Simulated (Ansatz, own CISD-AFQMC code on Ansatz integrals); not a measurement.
H4OSi2, SMILES `O=[SiH][SiH3]` (charge 0, multiplicity 1).

Z-matrix (Å, degrees):
```
Si
H 1 1.4765
H 1 1.4826 2 110.84
H 1 1.4827 2 110.69 3 -120.78
Si 1 2.3549 2 109.87 4 -119.30
O 5 1.5253 1 123.62 2 7.02
H 5 1.4920 6 121.93 1 -179.62
```
Charge 0, multiplicity 1.

Frozen-core energies in cc-pVDZ from Ansatz (an electronic-structure program) at a geometry from B3LYP-D3(BJ)/def2-TZVP; the HF reference has <S^2> = 0.00 and the T1 diagnostic is 0.023.

```tsv
level	energy (Ha)	difference from CCSDT(Q) (mHa)
HF	-655.02329	440.18
MP2	-655.41184	51.64
CCSD	-655.44671	16.77
CCSD(T)	-655.46056	2.91
CCSDT	-655.46191	1.57
phaseless AFQMC, CISD trial (own CISD-AFQMC code on Ansatz integrals; ±0.40 mHa)	-655.46319	0.28
CCSDT(Q)	-655.46348	0.00
```
